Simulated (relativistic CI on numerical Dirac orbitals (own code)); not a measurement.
Method of calculation: Dirac-Coulomb-Breit CI, orbitals from a KLI potential per configuration, QED by a radiative potential, unscaled Slater integrals (own radial code, finite nucleus).

The strongest absorption lines from the ground level of an ion, among the configurations computed and to levels below about 5630 eV (vacuum wavelength in nm, gf): 0.24517 (0.43), 0.24985 (0.45), 0.24999 (0.93), 0.25024 (0.41), 0.25067 (0.76), 0.25085 (2.3), 0.26634 (2.1), 2.1471 (0.34).

(1) Which ion is it?
A. I XLVII
B. Pm LV
C. La LI
D. Rh XXXIX

Answers

(1) A. I XLVII has 7 electrons and the ground level 2s2.2p3 2P°_3/2; the strongest line goes to 2s2.2p2.3d 2F_5/2. The pattern of lines fixes the number of electrons, and along that sequence the line energies rise steadily with the charge (about as its square where n changes within one kind of shell, about linearly where n is kept but much faster in heavy ions where fine structure, which grows about as Z⁴, sets the gap, and irregularly where shells cross), which fixes Z. Configurations outside the model, such as inner-shell arrays, can give stronger lines. At this charge energies of transitions that change n are usually good to better than 1 %, and those within a shell (Δn = 0) to a few per cent.

LS names give the leading component of a level, which can be under half, so a name can repeat, a term be missing and a line seem to break the LS rules.
